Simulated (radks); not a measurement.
All-electron atom: Ba XXXVI in [Ar] 3d3. All-electron calculation, Dirac Kohn-Sham, BLYP, spin-unpolarised, spherical densities, finite nucleus; open shells fill j = l - 1/2 first; Fermi nuclear charge, rms radius 4.8378 fm. Program: a radial shooting solver on a logarithmic mesh with Libxc functionals.

Radial electron density D(r) = 4 pi r^2 rho(r):

```
   r/bohr * D(r) (the largest magnitude, 91.5, reaches the edge; | marks zero)
 0.001142 | *
 0.001287 | *
 0.001452 |  *
 0.001637 |  *
 0.001845 |   *
 0.002081 |    *
 0.002327 |     *
 0.002624 |      *
 0.002958 |        *
 0.003336 |         *
 0.003761 |           *
  0.00424 |             *
 0.004781 |                *
  0.00539 |                  *
 0.006078 |                     *
 0.006853 |                         *
 0.007726 |                            *
 0.008711 |                               *
 0.009822 |                                  *
  0.01107 |                                     *
  0.01249 |                                        *
  0.01408 |                                          *
  0.01575 |                                           *
  0.01775 |                                            *
  0.02002 |                                            *
  0.02257 |                                          *
  0.02545 |                                         *
  0.02869 |                                       *
  0.03235 |                                      *
  0.03648 |                                      *
  0.04113 |                                       *
  0.04637 |                                          *
  0.05228 |                                             *
  0.05895 |                                                 *
  0.06646 |                                                     *
  0.07494 |                                                      *
  0.08449 |                                                     *
  0.09526 |                                                *
   0.1066 |                                           *
   0.1201 |                                    *
   0.1355 |                              *
   0.1527 |                           *
   0.1722 |                          *
   0.1942 |                            *
   0.2189 |                              *
   0.2468 |                             *
   0.2783 |                          *
   0.3138 |                    *
   0.3538 |              *
   0.3989 |        *
   0.4497 |   *
   0.5071 | *
   0.5717 |*
   0.6446 *
    0.721 *
   0.8129 *
   0.9166 *
```

D(r) has 3 maxima, at r = 0.0180, 0.0755, 0.230 bohr, and minima at 0.0350, 0.164 bohr, inside which lie 2.03, 10.96 electrons.
